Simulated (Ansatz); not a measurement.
Geometry optimisation, RKS PBE-D4/def2-SVP (Ansatz).

input.yaml

```yaml
crystal:
  periodic: [false, false, false]
  atoms:
    - { symbol: Ta, position_ang: [-0.585592, 0.632236, 0.403125] }
    - { symbol: Cl, position_ang: [2.616323, -1.166451, 0.372342] }
    - { symbol: Cl, position_ang: [-0.790991, 0.408821, 2.763306] }
    - { symbol: F, position_ang: [0.022347, 0.967798, -1.363048] }
    - { symbol: Cl, position_ang: [-2.64528, 1.615542, 0.108498] }
    - { symbol: O, position_ang: [-0.649913, -1.223962, 0.122678] }
    - { symbol: H, position_ang: [0.102859, -1.851427, 0.11681] }
    - { symbol: O, position_ang: [1.003291, 1.740332, 0.85708] }
    - { symbol: H, position_ang: [1.089654, 1.915765, 1.816095] }
    - { symbol: H, position_ang: [2.480503, 0.169045, 0.407615] }
basis:
  gaussian: { orbitals: def2-SVP }
hamiltonian:
  xc: pbe
  dispersion: d4
relax:
  f_tol: 0.03
  max_steps: 50
```

Command:

```bash
$ ansatz run input.yaml --threads 4 --pin off --max-ram 5120MiB --backend cpu --events-out ev --progress --plain --runs-dir out
```

Where does it end, and by what steps?

The run converged. After 12 steps the energy has fallen by 0.091 eV; Cl3 moved furthest, 0.47 Å.

```tsv
step	energy less start (eV)	largest force component (eV/Å)	accepted
0	0.0000	0.829	yes
1	-0.0262	1.014	yes
2	-0.0405	0.407	yes
3	-0.0608	0.348	yes
4	-0.0523	0.296	no
5	-0.0707	0.068	yes
6	-0.0750	0.096	yes
7	-0.0792	0.145	yes
8	-0.0823	0.180	yes
9	-0.0859	0.116	yes
10	-0.0898	0.150	yes
11	-0.0908	0.084	yes
12	-0.0911	0.024	yes
```

```xyz
10
Properties=species:S:1:pos:R:3
Ta -0.640 0.670 0.424
Cl 2.683 -1.177 0.151
Cl -1.065 0.796 2.757
F -0.093 1.175 -1.320
Cl -2.789 1.450 -0.006
O -0.492 -1.181 0.244
H 0.394 -1.623 0.174
O 1.104 1.415 0.909
H 1.254 1.619 1.854
H 2.288 0.063 0.419
```

Whether the end is a true minimum wasn't checked by a vibrational analysis.

Run time: 35 s on 4 threads of Arm Neoverse V2, with other jobs on the host, peak memory 0.22 GiB.
